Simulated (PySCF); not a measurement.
**Simulated absorption spectrum**

C3H5FO2Si.
Bonds: C1–C2 (double), C2–O3, O3–C4, C4–O5 (double), C4–Si6, Si6–F7. Hydrogens: H8, H9 on C1; H10 on C2; H11, H12 on Si6.

The calculation used TDDFT CAM-B3LYP/def2-SVPD, vertical, gas phase, core orbitals frozen in the response (PySCF). One conformer (not necessarily the lowest) at the GFN2-xTB geometry, without solvent, vibrations or thermal averaging. Torsions of this conformer, `[CH2:1]=[CH:2][O:3][C:4](=[O:5])[SiH2:6][F:7]`: C1–C2–O3–C4 180°, C2–O3–C4–O5 0°, O3–C4–Si6–F7 17°.

Each state is given a Gaussian of 0.3 eV full width at half maximum, with ε(max) = 2.175×10⁸ f / Δν̃ (Δν̃ the width in cm⁻¹). The width is an assumption, not a result. The curve ends short of the highest state used, and states not computed would add to its high-energy end.

(E (eV), ε (L mol⁻¹ cm⁻¹)): (4.53, 1), (4.65, 14), (4.77, 98), (4.89, 289), (5.02, 342), (5.14, 159), (5.26, 30), (5.38, 3), (5.51, 11), (5.63, 302), (5.75, 3346), (5.87, 15289), (5.99, 28769), (6.12, 20966), (6.24, 6213), (6.36, 758), (6.48, 38), (6.61, 2), (6.73, 31), (6.85, 283), (6.97, 1153), (7.10, 2741), (7.22, 4828), (7.34, 7133)

Task: Locate the maxima and give the states behind the curve.

Result: 249 nm (4.98 eV), ε about 360, made up of S1 (100%); 206 nm (6.02 eV), ε about 29000, made up of S2 (100%) (ε in L mol⁻¹ cm⁻¹; maxima over ε = 5, shares over 10%). At its high-energy end, 7.34 eV, the curve is still rising (ε about 7100, from S4, S5 and S6). The states used: S1 4.98 eV (f 0.0040); S2 6.02 eV (f 0.327); S3 7.09 eV (f 0.017); S4 7.31 eV (f 0.051); S5 7.52 eV (f 0.030); S6 7.53 eV (f 0.048); S7 7.75 eV (f 0.154); S8 7.94 eV (f 0.014).

Task: Does any computed singlet lie in the visible range?

Result: No computed singlet lies in the visible range (380 to 750 nm); the lowest, at 249 nm, stands 1.71 eV above its violet end (3.26 eV).

Task: On this curve, what absorbance would a 10⁻³ mol/L sample give at 254 nm over a 1 cm path?

Result: 254 nm is 4.881 eV, where ε is about 270 L mol⁻¹ cm⁻¹, so A = ε c l ≈ 0.27 (Beer–Lambert, with the gas-phase spectrum and the assumed width).

Task: Coming from long wavelengths, where does ε first pass 100 L mol⁻¹ cm⁻¹?

Result: At about 260 nm (4.77 eV), 0.20 eV below S1.
